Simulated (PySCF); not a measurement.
## Computed properties of Pb(I)(SH) (HIPbS), SMILES [SH][Pb][I]

Pb(I)(SH) (HIPbS), SMILES [I][Pb][SH] (connectivity only; charge and spin as stated), neutral, multiplicity 1. Coordinates come from a r2SCAN-D4/def2-SVP optimisation. The def2 effective core potentials stand for the cores of I, Pb; spin–orbit coupling is left out. Other conformers were not sampled. All values are computed for the isolated molecule unless a solvent is named; none is compared with measurement here.

**Structure.** The optimised structure has Cs symmetry. All 6 harmonic modes at r2SCAN-D4/def2-SVP (PySCF) are real, so it is a minimum. With heavy atoms numbered as in [Pb:1]([I:2])[SH:3], the shortest bond between them is Pb1–S3 at 2.554 Å and the longest Pb1–I2 at 2.836 Å.

**Vibrations.** The strongest infrared lines (harmonic, unscaled, degenerate partners summed) lie at 306 cm⁻¹ (31 km/mol, S 82 %, Pb 14 %), 165 cm⁻¹ (20 km/mol, I 61 %, Pb 39 %), 299 cm⁻¹ (19 km/mol, H 97 %). The softest mode is at 73 cm⁻¹ and the zero-point energy is 5.9 kcal/mol.

**Electronic structure.** ωB97X/def2-TZVPD (PySCF) places the frontier levels at -9.19 and -1.30 eV, a gap of 7.89 eV, and gives a dipole moment of 4.58 D and a mean polarisability of 110.4 bohr³.

**Excitations.** TDA-CAM-B3LYP/def2-SVPD (PySCF) has S1 at 3.14 eV (395 nm, f = 0.004, weak); the most intense of the 10 singlets computed lies at 5.48 eV (f = 0.11). T1 (TDA) is at 2.70 eV, 0.44 eV under S1. No vertical singlet excitation falls in the visible range (under 3.1 eV).
